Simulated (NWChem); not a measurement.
# Si2H5OCl; SMILES O[Si@@H]([SiH3])Cl

```xyz
9

O      1.9174     0.1019     0.3796
Si     0.4242     0.1296    -0.3812
Si    -0.6145    -1.9133     0.1004
Cl    -0.7962     1.6458     0.4016
H      2.4816     0.8819     0.2284
H      0.5635     0.4420    -1.8476
H     -0.7562    -2.0481     1.5908
H     -1.9795    -1.9203    -0.5312
H      0.1831    -3.0701    -0.4378
```
Atoms are numbered in this order, from 1.

All runs: NWChem. Pople sets run with spherical d functions. Coordinates come from a PBE-D3(BJ)/def2-SVP optimisation. Level: PBE0/6-31+G*; rows give the wavelength of the field.

```csv
field,isotropic polarisability (bohr³),anisotropy (bohr³)
static,…,…
1065 nm,68.0,18.0
589 nm,69.8,19.0
```

### Question
Some entries are withheld; supply them.

### Answer

- static, isotropic polarisability (bohr³): 67.3
- static, anisotropy (bohr³): 17.5
